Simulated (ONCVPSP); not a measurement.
Configuration tests for Cs (Z = 55) (ONCV)

Cs, optimised norm-conserving Vanderbilt (ONCV), made with ONCVPSP 4.0.1 (LDA (Perdew-Wang 92), scalar-relativistic). Core [Kr] 4d10, reference 5s2 5p6 6s0.75 6p0.25. Waves: 5s+6s: rc 2.50 bohr, ncon 4, nbas 7, qcut 6 1/bohr, 2 projectors; 5p+6p: rc 4.00 bohr, ncon 5, nbas 9, qcut 3.5 1/bohr, 2 projectors; d scattering state at 0.02 Ha: rc 3.60 bohr, ncon 4, nbas 8, qcut 2.5 1/bohr, 1 projector. Local part: polynomial inside 1.90 bohr (lpopt 5, dvloc0 2 Ha). Core correction: none.

In the d channel the program set the typed energies aside and used 0.050 Ha.

Energies are relative to the spin-unpolarised reference configuration 5s2 5p6 6s0.75 6p0.25; without spin polarisation the order of configurations can differ from experiment.

| valence configuration | charge | ΔE all-electron (eV) | error AE − PS (meV) |
| --- | --- | --- | --- |
| 5s2 5p6 6s1 6p0 | 0 | -0.361 | 0.0 |
| 5s2 5p6 6s0 6p0 | +1 | 3.635 | -0.1 |
| 5s1 5p6 6s1 6p0 | +1 | 31.525 | +22 |

(1) What are ΔE and the potential's error for 5s2 5p6 6s0.5 6p0?

Levels in the configuration 5s2 5p6 6s0.5 6p0:

```tsv
level	all-electron (eV)	pseudo (eV)
5s	-29.381	-29.381
5p	-16.067	-16.067
6s	-4.007	-4.007
```

Answers

(1) ΔE = 1.192 eV all-electron; the error (AE − PS) is -0.1 meV.
